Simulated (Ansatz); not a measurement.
`C[S][InH2]` + H₂Se → `[SeH][InH2]` + CH₃SH at 700 K and 1 bar (ligand exchange at the In–S bond).

Program: Ansatz. Geometries: PBE0-D4/def2-TZVP. ΔE: electronic, gas phase. CCSD(T)/CBS is the MP2 limit (def2-TZVPP, def2-QZVPP) plus CCSD(T) − MP2 in def2-TZVPP, frozen cores. This one scheme is used for every species. def2 core potentials past Kr. For In, Se outer-core shells are correlated without core-valence functions, which leaves a few kJ/mol of doubt a bond. Scalar relativity is left out up to krypton.

| species | CCSD(T)/CBS energy (Eh) | H − E (kJ/mol) | S (J/(mol·K)) |
| --- | --- | --- | --- |
| `C[S][InH2]` | -628.65181 | 195.9 | 428.6 |
| H₂Se | -2401.89790 | 61.1 | 251.1 |
| `[SeH][InH2]` | -2592.33228 | 98.7 | 369.7 |
| CH₃SH | -438.22835 | 160.2 | 309.0 |

H − E and S are ideal-gas, rigid-rotor, harmonic terms from PBE0-D4/def2-TZVP. 1 Eh = 2625.50 kJ/mol, R = 8.31446 J/(mol·K).

By hand: ΔE, ΔH, ΔS and ΔG.

ΔE = (-2592.33228) + (-438.22835) − (-628.65181) − (-2401.89790) = -0.01092 Eh = -28.7 kJ/mol. Δ(H − E) = 98.7 + 160.2 − 195.9 − 61.1 = 1.9, so ΔH = -26.8 kJ/mol. ΔS = 369.7 + 309.0 − 428.6 − 251.1 = -1.0 J/(mol·K). ΔG = -26.8 − 700 × (-1.0)/1000 = -26.1 kJ/mol.

By hand: the equilibrium constant, and the temperature at which ΔG would vanish if ΔH and ΔS stayed fixed.

log₁₀ K = −ΔG/(RT ln 10) = 1.9. ΔG = 0 at ΔH/ΔS = 26800 K, far beyond where these terms or the molecules hold.

The number of gas molecules stays the same, so ΔS is small and ΔH decides. A doubt of 5 kJ/mol in ΔE shifts log₁₀ K by 0.4 here. Modes under 60 cm⁻¹, often nearly free rotors, make the harmonic entropy too high. These are equilibria of isolated gas molecules and say nothing of rates. Largest T1 diagnostic: 0.014 (customary marks: 0.02 for closed shells, 0.045 for open ones).
